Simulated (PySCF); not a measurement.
Frontier orbitals and the lowest excitations

C₅H₄F₄O₂.
Geometry (PBE0-D3(BJ)/def2-SVP, Å), atoms numbered from 1 in this order:
```xyz
15
C5H4F4O2 angstrom
F      4.3407    0.1503    0.8915
C      3.0733   -0.2504    0.8428
C      2.1848    0.4105    0.1027
O      0.8950    0.0002    0.0409
C      0.0266    0.7501   -0.6667
C     -1.2258    0.3422   -0.8744
F     -2.0918    1.0985   -1.5451
O     -1.7178   -0.8471   -0.4926
C     -2.6270   -0.8330    0.5466
F     -3.1195   -2.0599    0.6284
F     -2.0054   -0.5381    1.6936
H      2.8439   -1.1366    1.4391
H      2.4707    1.2929   -0.4792
H      0.3676    1.7014   -1.0826
H     -3.4385   -0.1027    0.3815
```

Theory: PySCF 2.14.0, density-fitted response routines, TDDFT wB97X-D/def2-SVPD, vertical, gas phase, core orbitals frozen in the response.

Kohn–Sham orbitals with the atoms that hold most of them (Löwdin shares over 4%, at most four atoms; ? is withheld):

| orbital | ε (eV) | atoms |
| --- | --- | --- |
| HOMO-3 | -12.69 | O4 35%, C3 15%, F1 12%, C2 12% |
| HOMO-2 | -12.38 | O8 57%, C9 10%, H15 8%, F11 7% |
| HOMO-1 | -10.24 | C3 21%, C5 21%, C2 14%, C6 13% |
| HOMO | -8.37 | ? |
| LUMO | 1.82 | ? |
| LUMO+1 | 2.07 | C3 20%, C2 16%, C5 13%, O4 12% |
| LUMO+2 | 2.19 | C5 20%, C6 16%, C9 11%, H14 9% |

**Question.** Which atoms hold the HOMO, and with what shares?

**Answer.** O4 (bonded to 2 C) 23%; C2 (bonded to C, F and H) 18%; C6 (bonded to C, F and O) 15%; C3 (bonded to C, O and H) 12%. By element: carbon 45% or more, oxygen 23% or more.

**Question.** Give the leading atoms of the LUMO.

**Answer.** C6 (bonded to C, F and O) 20%; C5 (bonded to C, O and H) 18%; C2 (bonded to C, F and H) 18%; C3 (bonded to C, O and H) 15%.

**Question.** How does S1 compare with the orbital gap of 10.19 eV?

**Answer.** S1 is at 6.25 eV (f = 0.184), 3.94 eV below the gap, made of HOMO→LUMO (38%), HOMO→LUMO+3 (33%), HOMO→LUMO+2 (16%). Without the coupling terms of the response equations the lowest excitation would equal the gap.

Next come S2 at 6.38 eV (f 0.473), HOMO→LUMO (57%), HOMO→LUMO+3 (18%), HOMO→LUMO+2 (12%); S3 at 6.54 eV (f 0.070), HOMO→LUMO+1 (89%); S4 at 6.74 eV (f 0.033), HOMO→LUMO+2 (49%), HOMO→LUMO+3 (15%), HOMO→LUMO+4 (13%); S5 at 7.11 eV (f 0.0060), HOMO→LUMO+4 (65%).

Löwdin shares depend on the basis, the more so with diffuse functions.

The run took 99 s of wall time (with the writing of density and orbital grids) on Arm Neoverse V2, one thread, shared host with 96 logical CPUs at a one-minute load of 61, and the process peaked at 1.2 GiB of memory.

One conformer stands for the species.
